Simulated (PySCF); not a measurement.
# Magnetisability: `C(/C=C1/C(=C\C#N)C=C1)F`, C8H6FN

Molfile (atoms numbered from 1):
```
C8H6FN
     RDKit          3D

 16 16  0  0  0  0  0  0  0  0999 V2000
    2.8408   -2.1695   -0.2584 N   0  0  0  0  0  0  0  0  0  0  0  0
    2.6227   -1.0526   -0.1059 C   0  0  0  0  0  0  0  0  0  0  0  0
    2.3709    0.3156    0.0817 C   0  0  0  0  0  0  0  0  0  0  0  0
    1.1321    0.8133    0.1313 C   0  0  0  0  0  0  0  0  0  0  0  0
    0.5192    2.1329    0.3058 C   0  0  0  0  0  0  0  0  0  0  0  0
   -0.7364    1.6319    0.2157 C   0  0  0  0  0  0  0  0  0  0  0  0
   -0.2478    0.2531    0.0301 C   0  0  0  0  0  0  0  0  0  0  0  0
   -0.7473   -0.9613   -0.1471 C   0  0  0  0  0  0  0  0  0  0  0  0
   -2.2000   -1.3005   -0.2185 C   0  0  0  0  0  0  0  0  0  0  0  0
   -3.0080   -0.2010   -0.0799 F   0  0  0  0  0  0  0  0  0  0  0  0
    3.2410    0.9509    0.1848 H   0  0  0  0  0  0  0  0  0  0  0  0
    0.9335    3.1122    0.4502 H   0  0  0  0  0  0  0  0  0  0  0  0
   -1.7246    2.0458    0.2580 H   0  0  0  0  0  0  0  0  0  0  0  0
   -0.0857   -1.8093   -0.2539 H   0  0  0  0  0  0  0  0  0  0  0  0
   -2.4741   -1.9988    0.5830 H   0  0  0  0  0  0  0  0  0  0  0  0
   -2.4440   -1.7536   -1.1882 H   0  0  0  0  0  0  0  0  0  0  0  0
  1  2  3  0
  2  3  1  0
  3  4  2  0
  4  5  1  0
  5  6  2  0
  6  7  1  0
  7  8  2  0
  8  9  1  0
  9 10  1  0
  7  4  1  0
  3 11  1  0
  5 12  1  0
  6 13  1  0
  8 14  1  0
  9 15  1  0
  9 16  1  0
M  END
```

Computed, not measured: PySCF, GIAO B97-2/pcSseg-1 magnetisability, rotational g tensor and spin-rotation constants, non-relativistic, gas phase. Geometry: GFN2-xTB.

**Question.** How diamagnetic is it, and how anisotropic?

**Answer.** Isotropic -1095 × 10⁻³⁰ J/T², or -65.9 × 10⁻⁶ cm³/mol; principal values -1232, -1112, -942 × 10⁻³⁰ J/T², anisotropy 252 × 10⁻³⁰ J/T² (root of half the summed squared differences of the principal values). The susceptibility is in cgs units.

**Question.** Split it along the inertial axes a, b, c into diamagnetic and paramagnetic parts about the centre of mass, with the quadrupole moment.

**Answer.** 
```
axis  χ (10⁻⁶ cm³/mol)  diamagnetic (10⁻⁶ cm³/mol)  paramagnetic (10⁻⁶ cm³/mol)  summed x² of all electrons (Å²)  quadrupole Θ (D Å)
   a             -58.7                      -658.5                        599.7                            298.3               -9.30
   b             -64.9                     -1324.3                       1259.4                            141.3               +9.53
   c             -74.2                     -1865.1                       1790.9                             13.9               -0.22
```
Anisotropies 2χaa − χbb − χcc = +21.6 and 2χbb − χaa − χcc = +3.1 × 10⁻⁶ cm³/mol. Θ is traceless in Buckingham's convention.

**Question.** And the rotational g tensor?

**Answer.** 
```
axis  rotational constant (GHz)        g  nuclear part  electronic part
   a                     2.1534  -0.0401        0.5666          -0.6067
   b                     0.9087  -0.0190        0.5186          -0.5376
   c                     0.6416  -0.0089        0.5309          -0.5398
```
Asymmetric top; isotopes 12C, 19F, 1H, 14N; no vibrational averaging.
